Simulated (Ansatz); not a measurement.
Gas-phase electronic energies from Ansatz, PBE0-D4/def2-TZVP geometries. CBS: MP2 limit from def2 TZ/QZ plus the TZ coupled-cluster correction, frozen cores. This one scheme is used for every species. Functionals use def2-TZVPP.

`C/[C]([AlH2])=C\F` + CH₄ → `CC(C)=CF` + `[AlH3]`  (formal exchange of groups at a C–Al bond)

| species | r2SCAN-D4 energy (Eh) |
| --- | --- |
| `C/[C]([AlH2])=C\F` | -460.11674 |
| CH₄ | -40.50108 |
| `CC(C)=CF` | -256.42595 |
| `[AlH3]` | -244.16815 |

(1) Work out ΔE.

Largest T1 diagnostic among the species: 0.012.

## Answers

(1) ΔE = (-256.42595) + (-244.16815) − (-460.11674) − (-40.50108) = 0.02372 Eh = +14.9 kcal/mol. CCSD(T)/CBS gives +13.4 kcal/mol.

In def2-TZVPP, CCSD(T) changes the Hartree–Fock value by +1.8 kcal/mol (the triples alone add +0.6 kcal/mol) and MP2 by +2.7 kcal/mol. From PBE to PBE0 (25 % exact exchange), in def2-TZVPP and without D4, ΔE moves by −0.9 kcal/mol.
